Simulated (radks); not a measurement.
Problem. Coherent X-ray form factor from a spherical all-electron density. All-electron calculation, Dirac Kohn-Sham, PBEsol, spin-unpolarised, spherical densities, point nucleus. Program: a radial shooting solver on a logarithmic mesh with Libxc functionals.

| sin(theta)/lambda (1/angstrom) | f0 (electrons) |
|---|---|
| 0.05 | 32.549 |
| 0.1 | 31.313 |
| 0.15 | 29.572 |
| 0.2 | 27.636 |
| 0.25 | 25.730 |
| 0.3 | 23.965 |
| 0.4 | 20.900 |
| 0.5 | 18.270 |
| 0.6 | 15.911 |
| 0.8 | 11.992 |
| 1 | 9.280 |
| 1.25 | 7.301 |
| 1.5 | 6.225 |
| 2 | 4.925 |

The species is in the configuration that NIST lists as its ground one. Which atom or ion scatters so?

Solution. The bromine ion Br2+, [Ar] 3d10 4s2 4p3. Extrapolating in s^2 from the first two rows gives f0(0) = 33.0, near the electron count 33; among species with that count, the fall with angle is slower the higher Z, and the table is that of Z = 35; from so few rows the species is fixed only to a neighbour or two.
